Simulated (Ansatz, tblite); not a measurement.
Removing and adding an electron: Ga₈N₈H₂₂, a nanocrystal cut from wurtzite GaN (hydrogen-capped). Total charge 0; singlet. Geometry: r2SCAN-D4/def2-SVP. Ansatz, gas phase; energy differences of separate SCF runs; the oxidised species was run as a doublet alone; the reduced species was run as a doublet alone.

```xyz
38

Ga   -3.086    1.901    0.872
N    -1.495    3.131    0.611
N    -2.142    0.147    0.720
Ga   -1.365   -0.092   -1.070
Ga    0.327    2.335    0.428
N     0.177    1.144   -1.120
N    -0.572   -1.890   -1.110
Ga    0.166   -2.317   -2.916
Ga    1.911    0.281   -1.419
N     1.606   -0.892   -3.006
Ga   -0.958   -0.093    2.247
N     0.546    1.105    1.917
N    -0.184   -1.919    1.978
Ga    0.753   -2.312    0.253
Ga    2.315    0.157    1.811
N     2.090   -0.899    0.116
H    -4.028    2.115   -0.364
H    -3.544    2.116    2.360
H    -1.671    3.720   -0.208
H    -1.476    3.793    1.392
H    -2.899   -0.543    0.799
H    -2.374    0.176   -2.235
H     1.388    3.478    0.298
H     0.024    1.754   -1.931
H    -1.352   -2.550   -1.004
H    -0.887   -1.965   -4.025
H     0.934   -3.686   -2.852
H     3.105    1.250   -1.705
H     1.420   -0.292   -3.815
H     2.491   -1.351   -3.238
H    -1.599    0.008    3.670
H     0.652    1.676    2.763
H    -0.910   -2.623    2.139
H     0.496   -2.071    2.731
H     1.315   -3.771    0.275
H     3.449    1.222    1.600
H     2.377   -0.874    3.011
H     2.999   -1.368    0.027
```

The xTB rows come from tblite. Single mean-field runs in def2-TZVP are fitted with def2-universal-jkfit.

```
       level  −HOMO (eV)  vertical IE (eV)  −LUMO (eV)  vertical EA (eV)  HOMO–LUMO gap (eV)  IE − EA (eV)                       remarks
    GFN1-xTB        9.62             11.48        4.41              2.75                5.21          8.73                             –
    GFN2-xTB       11.49             13.09        6.24              4.49                5.25          8.60                             –
HF/def2-TZVP       10.58              9.13       -2.24             -1.89               12.82         11.02  HOMO above zero (-1 doublet)
```

(1) Estimate the rows for PBE-D4/def2-TZVP, PBE0-D4/def2-TZVP.

Results:

(1) 
```
            level  −HOMO (eV)  vertical IE (eV)  −LUMO (eV)  vertical EA (eV)  HOMO–LUMO gap (eV)  IE − EA (eV)                       remarks
 PBE-D4/def2-TZVP        6.32                 –        1.11             -0.23                5.20             –  HOMO above zero (-1 doublet)
PBE0-D4/def2-TZVP        7.53              8.87        0.33             -0.60                7.20          9.47  HOMO above zero (-1 doublet)
```

Relaxing the oxidised species (r2SCAN-D4/def2-SVP) changes its energy by -0.24 eV at PBE0-D4/def2-TZVP, so the adiabatic ionisation energy to this nearest minimum is 8.63 eV.  Relaxing the reduced species (r2SCAN-D4/def2-SVP) changes its energy by -0.03 eV at PBE-D4/def2-TZVP, so the adiabatic electron affinity to this nearest minimum is -0.20 eV. At PBE0-D4/def2-TZVP it is -0.45 eV. The highest occupied level of the relaxed charge -1 doublet lies above zero (up to 0.91 eV). By energy differences, losing it releases 0.20 eV (each at its own geometry, to the charge 0 singlet, at PBE-D4/def2-TZVP).  Run but left out: PBE-D4/def2-TZVP (charge +1 doublet: an occupied level 0.08 eV above an empty one).   A HOMO above zero means that the electron is unbound at that level or that self-interaction error raises the level; the energy of removing that electron tells which. Raw xTB energy differences between charge states are shifted by several eV; the methods need an empirical correction for them. Sets without diffuse functions give affinities that are too small. A negative affinity means that the extra electron isn't bound; its size then hangs on the basis.
